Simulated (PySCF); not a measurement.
Species: C5H9ClO.
SMILES: `CCCCC(=O)Cl`

Torsions of this conformer, `[CH3:1][CH2:2][CH2:3][CH2:4][C:5](=[O:6])[Cl:7]`: C1–C2–C3–C4 179°, C2–C3–C4–C5 180°, C3–C4–C5–O6 -1°.

The closed-shell ground state was solved at several levels (PySCF, density fitting, gas phase, non-relativistic). One conformer (not necessarily the lowest) at the PBE0-D3(BJ)/def2-TZVP geometry, without solvent, vibrations or thermal averaging.

```tsv
level	basis functions	HOMO (eV)	LUMO (eV)	gap (eV)	dipole (D)
KT3/pcSseg-2	385	-7.15	-2.00	5.15	3.10
B97-2/pcSseg-2	385	-8.23	-1.02	7.21	3.16
wB97X-D/pcSseg-2	385	-10.36	0.92	11.28	3.18
```

(1) Estimate the row for PBE0/pcSseg-2, a basis of 385 functions; the other rows only guide the guess.

(2) Over all these levels, which gives the widest orbital gap and which the narrowest?

(3) In the pcSseg-2 basis, how does the gap go with the fixed share of exact exchange?

(4) How far do the dipole and the HOMO energy spread over the levels?

## Answers

(1) HOMO -8.50 eV, LUMO -0.95 eV, gap 7.55 eV, dipole 3.17 D.

(2) wB97X-D/pcSseg-2 (range-separated hybrid) has the widest, 11.28 eV, and KT3/pcSseg-2 (GGA) the narrowest, 5.15 eV. From the narrowest to the widest the HOMO moves by -3.21 eV and the LUMO by +2.92 eV.

(3) KT3 (0 %) 5.15 eV; B97-2 (21 %) 7.21 eV; PBE0 (25 %) 7.55 eV. Each rise in the share widens the gap here.

(4) The dipole runs from 3.10 to 3.18 D (mean 3.15 D) and the HOMO from -10.36 to -7.15 eV.
